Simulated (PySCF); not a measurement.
Telling isomers of C7H9FO apart by NMR

Rapidly exchanging positions averaged, non-relativistic, single conformer, gas phase. Geometry from GFN2-xTB; NMR shieldings at PBE0/pcSseg-1/GIAO; PySCF 2.14.0 with density-fitted response routines.

Referencing at the same level of theory: TMS for $^{1}$H and $^{13}$C. Splittings of carbon signals by F and P are missing where no couplings were computed. Where no couplings were computed, multiplicities follow the n + 1 count of equivalent neighbours, and m marks all less simple cases (inequivalent or close neighbours, rings, F or P nearby). Shifts are as computed. Against solution values, carbons near 30 ppm lie about +3 ppm off and those near 130 ppm about +5 ppm. Of 1211 compounds with measured shifts, 218 miss one by over three times the rms of a fit or turn the order of signals round; such compounds aren't used in these exercises.

(1) Tabulate the signals of `C[C@H]1CC=C(F)C(=O)C1`, `O=C1C[C@@H]2C[C@@H](F)[C@H]1C2` and their relative energies.

(2) What is the quickest way to tell C[C@H]1CC=C(F)C(=O)C1 from O=C1C[C@@H]2C[C@@H](F)[C@H]1C2?

Answers

(1) 
```json
{"SMILES": "C[C@H]1CC=C(F)C(=O)C1", "carbon types": "2×C 2×CH 2×CH2 1×CH3", "δC": "194.8, 164.8, 133.0, 51.5, 36.3, 35.7, 24.1", "δH": "6.70 (m, 1H), 2.40 (m, 1H), 2.28 (m, 1H), 2.18 (m, 1H), 2.04 (m, 1H), 1.96 (m, 1H), 1.11 (d, 3H)", "E rel. (kcal/mol)": "8.6"}
{"SMILES": "O=C1C[C@@H]2C[C@@H](F)[C@H]1C2", "carbon types": "1×C 3×CH 3×CH2", "δC": "217.9, 94.8, 62.3, 47.2, 42.9, 37.5, 36.3", "δH": "4.91 (m, 1H), 2.77 (m, 1H), 2.62 (m, 1H), 2.13 (m, 1H), 2.06 (m, 1H), 2.05 (m, 1H), 1.94 (m, 1H), 1.64 (m, 1H), 1.63 (m, 1H)", "E rel. (kcal/mol)": "0.0"}
```

Energies are electronic energies at PBE0/pcSseg-1 on these geometries, without zero-point or thermal terms, each for the one conformer computed, which needn't be the lowest.

(2) Both give the same number of carbon signals, but DEPT or the intensities differ. The first has a methyl carbon (CH3) at 24.1 ppm, the second an sp3 CH bonded to F at 94.8 ppm. Their most deshielded carbons lie at 194.8 and 217.9 ppm. In the proton spectra the most deshielded non-exchanging signals are 6.70 (m, 1H) and 4.91 (m, 1H).
